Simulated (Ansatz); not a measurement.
FGeHS, SMILES `[F][Ge][SH]` at its PBE0-D4/def2-TZVP geometry, where that method's forces vanish. Charge 0, multiplicity 1.

```csv
atom,x (Å),y (Å),z (Å)
F1,-0.228,1.765,1.053
Ge2,0.718,0.822,-0.088
S3,-0.630,-0.960,-0.044
H4,0.140,-1.627,-0.922
```

For each bond, give half the difference of the two atoms' forces along it (eV/Å; positive pushes the atoms apart) under PBE-D4, r2SCAN-D4, B3LYP-D4, ωB97M-V in def2-TZVPP. (Best estimate.)

The calculation gave: 
```tsv
bond	length (Å)	PBE-D4	r2SCAN-D4	B3LYP-D4	ωB97M-V
F1–Ge2	1.757	0.65	0.03	0.34	0.06
Ge2–S3	2.235	0.32	0.06	0.28	-0.05
S3–H4	1.345	0.24	0.01	-0.02	-0.08
```

B3LYP here is the variant with VWN-RPA as its local correlation; programs differ in this.

Results of the Gaussian-basis code of Ansatz.
